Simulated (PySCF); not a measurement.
Compound: C₄H₇FNSi (doublet state).
Atom-mapped SMILES: `[NH2:1][Si@@H:2]1[CH:3]=[CH:4][C:5]([F:6])[CH2:7]1` (hydrogens: H8, H9 on N1; H10 on Si2; H11 on C3; H12 on C4; H13, H14 on C7)

Cartesian coordinates in Å at the GFN2-xTB level; atoms count from 1:
```xyz
14
C4H7FNSi angstrom
N      2.326   -0.293   -0.101
Si     0.781    0.166   -0.720
C     -0.260    1.491    0.091
C     -1.420    0.935    0.615
C     -1.551   -0.418    0.450
F     -2.633   -1.081    0.912
C     -0.492   -1.181   -0.240
H      2.404   -0.593    0.858
H      3.127    0.263   -0.349
H      0.980    0.314   -2.162
H     -0.082    2.549    0.175
H     -2.178    1.510    1.125
H     -0.090   -1.952    0.419
H     -0.912   -1.710   -1.097
```

The hyperfine couplings belong to this conformer and change with its torsions.

The calculation used UKS B3LYP, pcH-1 on C F H N Si, non-relativistic, mean-field spin-orbit, GIAO in PySCF. One conformer (not necessarily the lowest) at the GFN2-xTB geometry, without solvent, vibrations or thermal averaging. The geometry wasn't refined by DFT: couplings that depend on bond lengths, twists or pyramidal angles can differ widely from those at the functional's own minimum. The SCF solution wasn't tested for stability.

The largest Mulliken spin populations are on C3 (+0.65), C5 (+0.53) and C4 (-0.22). The positive populations add up to 1.29 and the negative ones to -0.29, together 2S = 1. The angles at C3 add up to 360.0°, so it is planar.

Problem. McConnell's relation a(H) = Q·ρ ties the coupling of a proton on a planar π carbon to the spin population of that carbon. What Q do the computed values give?

Solution. 
```csv
H,C,ρ(C),a(H) (G),a/ρ (G)
H11,C3,+0.653,-13.99,-21.4
H12,C4,-0.219,+3.17,-14.5
```

A least-squares line through the origin gives Q = -20.7 G with Mulliken populations. In McConnell's picture π spin on carbon polarises the C–H bond and leaves opposite spin at the proton, which makes Q negative, as found here. Where ρ is negative the coupling is positive.

Problem. How do the β-proton couplings of this frozen conformer go with θ, the angle between the C–H bond and the normal to the plane of the spin centre's three neighbours, both seen down the bond from centre to carbon?

Solution. 
```json
{"β H": "H13", "on": "C7", "centre": "C5", "θ (°)": "31", "cos²θ": "0.74", "a (G)": "+16.38"}
{"β H": "H14", "on": "C7", "centre": "C5", "θ (°)": "33", "cos²θ": "0.71", "a (G)": "+16.29"}
```

Couplings in gauss use g_iso = 2.0032.

The run took 55 s of wall time (grids of density and orbitals included) on one thread, Arm Neoverse V2 (aarch64), no GPU, shared host with 192 logical CPUs at a one-minute load of 40, and the process peaked at 1.0 GiB of memory.

The SMILES draws the unpaired electron on C5; the largest computed Mulliken spin population is on C3 (0.65 against 0.53).
